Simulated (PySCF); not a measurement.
SMILES OC[C@]1(Cl)C=C1F, C4H4ClFO

Molfile (atoms numbered from 1):
```
C4H4ClFO
     RDKit          3D

 11 11  0  0  0  0  0  0  0  0999 V2000
   -1.6559   -1.0537   -0.8377 O   0  0  0  0  0  0  0  0  0  0  0  0
   -0.9139    0.1088   -0.5934 C   0  0  0  0  0  0  0  0  0  0  0  0
    0.1090   -0.1069    0.5186 C   0  0  2  0  0  0  0  0  0  0  0  0
    0.4881    1.4213    1.3756 Cl  0  0  0  0  0  0  0  0  0  0  0  0
    1.2009   -1.1414    0.4243 C   0  0  0  0  0  0  0  0  0  0  0  0
    0.2247   -1.3771    1.2547 C   0  0  0  0  0  0  0  0  0  0  0  0
   -0.3357   -2.1499    2.1539 F   0  0  0  0  0  0  0  0  0  0  0  0
   -2.2063   -1.2510   -0.0703 H   0  0  0  0  0  0  0  0  0  0  0  0
   -1.5642    0.9527   -0.3293 H   0  0  0  0  0  0  0  0  0  0  0  0
   -0.4011    0.3439   -1.5296 H   0  0  0  0  0  0  0  0  0  0  0  0
    2.1240   -1.4114   -0.0250 H   0  0  0  0  0  0  0  0  0  0  0  0
  1  2  1  0
  2  3  1  0
  3  4  1  1
  3  5  1  0
  5  6  2  0
  6  7  1  0
  6  3  1  0
  1  8  1  0
  2  9  1  0
  2 10  1  0
  5 11  1  0
M  END
```

Theory: PySCF 2.14.0, TDDFT LC-wPBE/def2-SVPD circular dichroism and optical rotation, one conformer, gas phase. Geometry: GFN2-xTB, dihedral held. The dihedral O1–C2–C3–C5 is held at 60°.

Task: Draw the ECD and absorption spectra from the lowest 8 states, each a Gaussian of half-width 0.25 eV at 1/e height.

Result: 
| E (eV) | λ (nm) | Δε (L mol⁻¹ cm⁻¹) | ε (L mol⁻¹ cm⁻¹) |
| --- | --- | --- | --- |
| 6.59 | 188 | +0.20 | 6.48 |
| 6.69 | 185 | +0.79 | 36.2 |
| 6.79 | 183 | +2.21 | 160 |
| 6.89 | 180 | +4.02 | 559 |
| 6.99 | 177 | +3.82 | 1500 |
| 7.09 | 175 | -1.28 | 3060 |
| 7.19 | 172 | -10.18 | 4650 |
| 7.29 | 170 | -16.76 | 5270 |
| 7.39 | 168 | -16.10 | 4560 |
| 7.49 | 165 | -9.28 | 3210 |
| 7.59 | 163 | -0.48 | 2180 |
| 7.69 | 161 | +7.48 | 1830 |
| 7.79 | 159 | +13.63 | 2030 |
| 7.89 | 157 | +17.48 | 2460 |
| 7.99 | 155 | +18.17 | 2740 |
| 8.09 | 153 | +15.51 | 2750 |
| 8.19 | 151 | +11.58 | 3000 |
| 8.29 | 150 | +9.32 | 4070 |

Δε uses R in velocity form, ε uses f in length form. Only the states computed contribute, so the short-wavelength end is incomplete.
